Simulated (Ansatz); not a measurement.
Isolated molecules relaxed with PBE0-D4/def2-TZVP in Ansatz; ΔE leaves out vibrations. CCSD(T)/CBS is the MP2 limit (def2-TZVPP, def2-QZVPP) plus CCSD(T) − MP2 in def2-TZVPP, frozen cores. This one scheme is used for every species. DFT in def2-TZVPP. For Ge outer-core shells are correlated without core-valence functions, which leaves a few kJ/mol of doubt a bond. Scalar relativity is left out up to krypton. Each species was taken in one conformer, which may not be the lowest.

Consider the formal exchange of groups at a Ge–N bond: `C=[N][GeH2][NH2]` + `OBO` → `[NH2][GeH2][B](O)O` + `C=N`.

```json
{"level": "r2SCAN-D4", "ΔE (eV)": "0.28"}
{"level": "CCSD/def2-TZVPP", "ΔE (eV)": "0.31"}
{"level": "MP2/def2-QZVPP", "ΔE (eV)": "0.38"}
{"level": "SCS-MP2/def2-QZVPP", "ΔE (eV)": "0.39"}
```

(1) What does CCSD(T)/CBS give? (Best estimate.)

Largest T1 diagnostic among the species: 0.013.

Answers

(1) The calculation gave: +0.30 eV. The listed levels differ from it by -0.02, 0.01, 0.08, 0.09 eV.

In def2-TZVPP, CCSD(T) changes the Hartree–Fock value by −0.16 eV (the triples alone add −0.00 eV) and MP2 by −0.08 eV.
